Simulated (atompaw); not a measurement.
**Before and after: PAW (atompaw) potential for I**

atompaw 4.2.0.5 input, output lines left out:

```
I 53
LDA-PW scalarrelativistic loggrid 1500 logderivrange -5 5 251
5 5 4 0 0 0
5 1 3
0 0 0
c
c
c
c
v
c
c
c
v
c
c
2
1.85 1.40 1.75 1.05
y
-1.45
n
y
2.35
n
y
0.1
n
custom rrkj vanderbiltortho gaussian
3 0 troulliermartins
1.85
1.85
1.80
1.80
1.75
```

All-electron outer shells of the reference configuration (LDA (PW92), scalar-relativistic, ld1.x):

```
shell  level (eV)  outermost node (bohr)  outermost maximum (bohr)
   5s      -36.32                   0.88                      1.66
   5p      -24.72                   0.96                      1.92
```

Change: all radii scaled by about 1.19 (s 2.20, p 2.14, d 2.08 bohr); local potential troulliermartins scheme with l = 3 at 0 Ry, radius 2.08 bohr; augmentation gaussian compensation charge, radius 1.66 bohr; PAW radius 2.20 bohr; waves and projectors: custom rrkj vanderbiltortho; core correction smooth core density matched at 1.24 bohr.

Cutoffs: the cutoffs (Ry, on a coarse ladder) from which the occupation-weighted sum of valence levels, in a spherical-Bessel basis at the reference potential, stays within 10 and 1 mRy of its value at 400 Ry; they do not see the model core or the augmentation charge, which bear on the density cutoff.

What does the change do?

The potential gets softer (45 Ry and 45 Ry → 10 Ry and 18 Ry); the bound ghosts move from d, p, s to s. A larger radius leaves more room for a smooth pseudo-wave, so fewer plane waves are needed.

```csv
quantity,base,changed
"cutoff, loose",45 Ry,10 Ry
"cutoff, tight",45 Ry,18 Ry
loose cutoff by channel (10 mRy a level),"s 6 Ry, p 6 Ry","s 6 Ry, p 8 Ry"
bound ghosts,"s, p, d",s
lowest overlap eigenvalue by channel,"s 0.22, p 0.47, d 1.00","s 0.16, p 0.46, d 1.00"
```

 A true bound ghost makes a file unfit for plane-wave use even where its test errors are small: the radial tests pick states by their node count and pass the ghost by. The cutoffs see the waves, projectors and local potential, not the compensation charge or the core.
